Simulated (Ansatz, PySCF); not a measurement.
This PySCF input computes a CCSD(T)/cc-pVDZ energy:

```python
from pyscf import gto, scf, mp, cc as ccmod

mol = gto.M(
    atom='''
    C     1.08331416   -0.36964599    0.01428232
    C    -0.11449762    0.29184644   -0.57145929
    O    -1.13643185    0.27846473    0.23147453
    H     1.39523303   -1.17287007   -0.65956252
    H     1.90627708    0.35094910    0.01626492
    H     0.93967941   -0.77368304    1.03389627
    H    -0.96263393   -0.16531657    1.10066690
    ''',
    basis='cc-pvdz',
    charge=0,
    spin=0,
    verbose=4,
)

mf = scf.RHF(mol)
mf.conv_tol = 1e-10
mf.max_cycle = 100
mf.kernel()
mp2 = mp.MP2(mf, frozen=3).run()
cc = ccmod.CCSD(mf, frozen=3)
cc.max_cycle = 100
cc.kernel()
et = cc.ccsd_t()
print(f'E(CCSD(T)) = {cc.e_tot + et:.9f}')
```

### Question
Write an input for the same energy in Ansatz (an electronic-structure program) and say what it gives.

### Answer

Ansatz 0.2 input:
```yaml
crystal:
  periodic: [false, false, false]
  atoms:
    - {symbol: C, position_ang: [1.08331416, -0.36964599, 0.01428232]}
    - {symbol: C, position_ang: [-0.11449762, 0.29184644, -0.57145929]}
    - {symbol: O, position_ang: [-1.13643185, 0.27846473, 0.23147453]}
    - {symbol: H, position_ang: [1.39523303, -1.17287007, -0.65956252]}
    - {symbol: H, position_ang: [1.90627708, 0.35094910, 0.01626492]}
    - {symbol: H, position_ang: [0.93967941, -0.77368304, 1.03389627]}
    - {symbol: H, position_ang: [-0.96263393, -0.16531657, 1.10066690]}
basis:
  gaussian:
    orbitals: cc-pVDZ
magnetization: {spin_polarized: false}
correlation: {method: ccsd_t, electrons: outside_noble_gas}
```
It gives -153.34125 Eh, and PySCF -153.34125 Eh, a difference of 0.00 mEh.
